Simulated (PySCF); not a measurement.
Shapes and spin states of HIrO

Method: PBE0 in PySCF with Ir def2-TZVP with ECP60, O def2-TZVP, H def2-TZVP; scalar-relativistic core potentials, no spin–orbit coupling; density-fitted integrals.

Relaxations began from a few typed shapes and spin states; open shells are unrestricted. The search is not exhaustive: other isomers or separated fragments can lie lower, and high-lying points may rest on an excited occupation.

```tsv
spin	group	bonds	angles	imaginary modes (cm⁻¹)	ΔE (kJ/mol)	ΔE with ZPE (kJ/mol)
triplet	Cs	Ir–H 1.561 Å, Ir–O 1.686 Å	H–Ir–O 101.4°	none	0.0	0.0
broken-symmetry Ms = 0 (⟨S²⟩ 0.87)	Cs	Ir–H 1.559 Å, Ir–O 1.681 Å	H–Ir–O 105.1°	none	21.5	21.3
singlet (closed shell, unstable to spin polarisation)	Cs	Ir–H 1.560 Å, Ir–O 1.668 Å	H–Ir–O 112.2°	none	51.7	52.0
quintet	Cs	Ir–H 1.653 Å, Ir–O 1.772 Å	H–Ir–O 138.6°	none	108.6	104.3
quintet	C∞v	Ir–H 1.702 Å, Ir–O 1.787 Å	H–Ir–O 180.0°	327i, 327i	121.3	–
singlet (closed shell, unstable to spin polarisation)	C∞v	Ir–H 1.727 Å, Ir–O 1.666 Å	H–Ir–O 180.0°	1033i, 1033i	199.7	–
```

The lowest minimum found is the triplet Cs: Ir–H 1.561 Å, Ir–O 1.686 Å; H–Ir–O 101.4°.

For the lowest minimum: other spin states or occupations of the open shell can lie lower. With an element this heavy the missing spin–orbit coupling can shift these numbers.

The electron or spin density has lower symmetry than the nuclear frame for the broken-symmetry Ms = 0 (⟨S²⟩ 0.87) Cs at 21.5 kJ/mol.
